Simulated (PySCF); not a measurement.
# Computed properties of Te(H)(OH) (H2OTe), SMILES O[TeH]

Te(H)(OH) (H₂OTe), SMILES O[TeH]. Coordinates come from a PBE0-D3(BJ)/def2-TZVP optimisation. The def2 effective core potentials stand for the cores of Te; spin–orbit coupling is left out. One conformer was computed; it need not be the lowest. All values are computed for the isolated molecule unless a solvent is named; none is compared with measurement here.

**Structure.** All 6 harmonic modes at PBE0-D3(BJ)/def2-TZVP (PySCF) are real, so it is a minimum.

**Vibrations.** The strongest infrared lines (harmonic, unscaled, degenerate partners summed) lie at 3866 cm⁻¹ (101 km/mol, H 94 %), 403 cm⁻¹ (78 km/mol, H 93 %), 2110 cm⁻¹ (70 km/mol, H 99 %). The softest mode is at 403 cm⁻¹ and the zero-point energy is 12.5 kcal/mol.

**Electronic structure.** HF/def2-TZVPD (PySCF) places the frontier levels at -8.85 and 0.72 eV, a gap of 9.57 eV, and gives a dipole moment of 1.66 D and a mean polarisability of 44.9 bohr³.

**Excitations.** TDDFT-ωB97X/def2-TZVPD (PySCF) has S1 at 3.07 eV (404 nm, f = 0.002, dark); the most intense of the 10 singlets computed lies at 6.14 eV (f = 0.20). T1 (TDA) is at 2.45 eV.
